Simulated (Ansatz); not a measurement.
Geometry optimisation, Ansatz, RHF/6-31G*.

input.yaml

```yaml
crystal:
  periodic: [false, false, false]
  atoms:
    - { symbol: B, position_ang: [-0.037182, -0.27419, 0.05084] }
    - { symbol: "N", position_ang: [-0.100184, -0.418155, 1.542147] }
    - { symbol: H, position_ang: [-0.787368, -1.044643, 1.905361] }
    - { symbol: H, position_ang: [0.765454, -0.546019, 2.023238] }
    - { symbol: "N", position_ang: [1.168456, 0.180041, -0.542511] }
    - { symbol: H, position_ang: [1.945401, 0.492762, -0.006635] }
    - { symbol: H, position_ang: [1.231713, 0.435068, -1.501686] }
    - { symbol: "N", position_ang: [-1.17919, -0.613985, -0.726551] }
    - { symbol: H, position_ang: [-2.067479, -0.734883, -0.294355] }
    - { symbol: H, position_ang: [-1.266376, -0.306422, -1.669311] }
    - { symbol: S, position_ang: [-0.618722, 2.757618, 0.426581] }
    - { symbol: H, position_ang: [-1.373444, 3.599326, 1.122345] }
    - { symbol: H, position_ang: [-0.594381, 1.78368, 1.382436] }
basis:
  gaussian: { orbitals: "6-31G*" }
hamiltonian:
  xc: hf
relax:
  f_tol: 0.03
  max_steps: 50
output:
  orbitals: {}
```

Command:

```bash
$ ansatz run input.yaml --threads 2 --pin off --max-ram 3072MiB --backend cpu --events-out ev --progress --plain --runs-dir out
```

Q: Where does it end, and by what steps?

A: It converged. The force dipped under the threshold on the way, but the program's further checks kept it going. After 17 steps the energy has fallen by 0.257 eV; H12 moved furthest, 1.06 Å.

```json
{"step": "0", "energy less start (eV)": "0.0000", "largest force component (eV/Å)": "1.496", "accepted": "yes"}
{"step": "1", "energy less start (eV)": "-0.1398", "largest force component (eV/Å)": "0.902", "accepted": "yes"}
{"step": "2", "energy less start (eV)": "-0.1948", "largest force component (eV/Å)": "0.750", "accepted": "yes"}
{"step": "3", "energy less start (eV)": "-0.2190", "largest force component (eV/Å)": "0.473", "accepted": "yes"}
{"step": "4", "energy less start (eV)": "-0.2293", "largest force component (eV/Å)": "0.288", "accepted": "yes"}
{"step": "5", "energy less start (eV)": "-0.2365", "largest force component (eV/Å)": "0.230", "accepted": "yes"}
{"step": "6", "energy less start (eV)": "-0.2457", "largest force component (eV/Å)": "0.162", "accepted": "yes"}
{"step": "7", "energy less start (eV)": "-0.2500", "largest force component (eV/Å)": "0.033", "accepted": "yes"}
{"step": "8", "energy less start (eV)": "-0.1897", "largest force component (eV/Å)": "1.590", "accepted": "no"}
{"step": "9", "energy less start (eV)": "-0.2521", "largest force component (eV/Å)": "0.016", "accepted": "yes"}
{"step": "10", "energy less start (eV)": "-0.2535", "largest force component (eV/Å)": "0.084", "accepted": "yes"}
{"step": "11", "energy less start (eV)": "-0.2544", "largest force component (eV/Å)": "0.102", "accepted": "yes"}
{"step": "12", "energy less start (eV)": "-0.2553", "largest force component (eV/Å)": "0.090", "accepted": "yes"}
{"step": "13", "energy less start (eV)": "-0.2559", "largest force component (eV/Å)": "0.091", "accepted": "yes"}
{"step": "14", "energy less start (eV)": "-0.2558", "largest force component (eV/Å)": "0.117", "accepted": "no"}
{"step": "15", "energy less start (eV)": "-0.2564", "largest force component (eV/Å)": "0.024", "accepted": "yes"}
{"step": "16", "energy less start (eV)": "-0.2566", "largest force component (eV/Å)": "0.016", "accepted": "yes"}
{"step": "17", "energy less start (eV)": "-0.2567", "largest force component (eV/Å)": "0.021", "accepted": "yes"}
```

```xyz
13
Properties=species:S:1:pos:R:3
B -0.075 -0.429 -0.054
N -0.309 -0.249 1.357
H -0.994 -0.810 1.815
H 0.463 -0.064 1.960
N 1.102 0.114 -0.644
H 1.768 0.653 -0.138
H 1.285 0.084 -1.621
N -1.032 -1.127 -0.850
H -1.921 -1.398 -0.495
H -1.004 -1.117 -1.844
S -0.462 3.525 0.973
H -1.062 3.901 2.095
H -0.672 2.228 1.159
```

Run time: 11 s on 2 threads of AMD EPYC 9R45 96-Core Processor (Zen 5), with other jobs on the host, peak memory 0.21 GiB.
